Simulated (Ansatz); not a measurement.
Reactions of CH₉FSi₃, SMILES `FC[SiH]([SiH3])[SiH3]`.

Calculated with Ansatz (gas phase, PBE0-D4/def2-TZVP geometries, no zero-point term in ΔE). CBS: MP2 limit from def2 TZ/QZ plus the TZ coupled-cluster correction, frozen cores. This one scheme is used for every species, atoms too. Functionals use def2-TZVPP. No spin–orbit coupling; open shells (•) take unrestricted orbitals. Spin–orbit coupling would lower the free atoms: a little for C, F, Si. One conformer a species, not always the lowest.

```json
{"reaction": "`FC[SiH]([SiH3])[SiH3]` + CH₄ → `C[SiH]([SiH3])[SiH3]` + `CF`", "PBE0-D4 (eV)": "-0.13", "CCSD(T)/CBS(def2) (eV)": "-0.13"}
{"reaction": "`FC[SiH]([SiH3])[SiH3]` + `C=C` → `C=C[SiH]([SiH3])[SiH3]` + `CF`", "PBE0-D4 (eV)": "-0.24", "CCSD(T)/CBS(def2) (eV)": "-0.24"}
{"reaction": "`FC[SiH]([SiH3])[SiH3]` → `FC([SiH3])([SiH3])[SiH3]`", "PBE0-D4 (eV)": "0.44", "CCSD(T)/CBS(def2) (eV)": "0.25"}
{"reaction": "`FC[SiH]([SiH3])[SiH3]` → `FC[SiH2][SiH3]` + `[SiH2]`", "PBE0-D4 (eV)": "2.73", "CCSD(T)/CBS(def2) (eV)": "2.52"}
{"reaction": "`FC[SiH]([SiH3])[SiH3]` → C• + F• + 9 H• + 3 Si•", "PBE0-D4 (eV)": "45.23", "CCSD(T)/CBS(def2) (eV)": "45.62"}
{"reaction": "`FC[SiH]([SiH3])[SiH3]` + `NC[SiH2]S` → `NC[SiH2]S[SiH3]` + `FC[SiH2][SiH3]`", "PBE0-D4 (eV)": "-0.52", "CCSD(T)/CBS(def2) (eV)": "-0.58"}
{"reaction": "`FC[SiH]([SiH3])[SiH3]` → `F[SiH]([SiH3])C[SiH3]`", "PBE0-D4 (eV)": "-2.31", "CCSD(T)/CBS(def2) (eV)": "-2.54"}
{"reaction": "`FC[SiH]([SiH3])[SiH3]` + `OC(F)F` → `FC(F)O[SiH3]` + `FC[SiH2][SiH3]`", "PBE0-D4 (eV)": "-0.55", "CCSD(T)/CBS(def2) (eV)": "-0.75"}
{"reaction": "`FC[SiH]([SiH3])[SiH3]` + H₂ → `C[SiH]([SiH3])[SiH3]` + H–F", "PBE0-D4 (eV)": "-1.38", "CCSD(T)/CBS(def2) (eV)": "-1.43"}
{"reaction": "`FC[SiH]([SiH3])[SiH3]` → `[CH2]` (triplet) + `F[SiH]([SiH3])[SiH3]`", "PBE0-D4 (eV)": "2.66", "CCSD(T)/CBS(def2) (eV)": "2.56"}
```

Largest T1 diagnostic: 0.014, for `[SiH2]`.
